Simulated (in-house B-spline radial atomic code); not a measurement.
A radial electron density 4πr²n(r) was computed for an atom or ion in its tabulated ground configuration with a B-spline radial code for spherical atoms; method: Dirac-Hartree-Fock, average of configuration. Columns: r (bohr), 4πr²n(r) (electrons per bohr), bar.

```
 0.00257   0.5766 #
 0.00306   0.7964 #
 0.00364    1.094 ##
 0.00433    1.495 ##
 0.00515     2.03 ###
 0.00612    2.735 ####
 0.00728    3.661 ######
 0.00866    4.855 ########
  0.0103    6.362 ##########
  0.0122    8.176 #############
  0.0146    10.49 #################
  0.0173    13.03 #####################
  0.0206    15.93 #########################
  0.0245    18.92 ##############################
  0.0291    21.77 ###################################
  0.0346    24.18 #######################################
  0.0412    25.77 #########################################
   0.049    26.19 ##########################################
  0.0583    25.33 #########################################
  0.0693    23.42 #####################################
  0.0824     21.1 ##################################
   0.098    19.29 ###############################
   0.117    18.95 ##############################
   0.139    20.52 #################################
   0.165    23.46 ######################################
   0.196     26.4 ##########################################
   0.233    27.52 ############################################
   0.277     25.5 #########################################
    0.33    20.41 #################################
   0.392    14.07 #######################
   0.467    8.615 ##############
   0.555     5.65 #########
    0.66    4.821 ########
   0.785    4.678 #######
   0.934    3.976 ######
    1.11    2.617 ####
    1.32    1.259 ##
    1.57   0.4234 #
    1.87  0.09317 
    2.22  0.01319 
    2.64 0.001055 
    3.14 4.404e-05
```

Question: Which atom or ion is it?
A. Ti10+
B. Ti9+
C. Ca9+
D. Mn10+

Answer: B. The area under the curve, ∫4πr²n dr = ∫r·4πr²n d(ln r) on this logarithmic grid, is 13 electrons, which only this option has. The configuration is [Ne] 3s2 3p1.
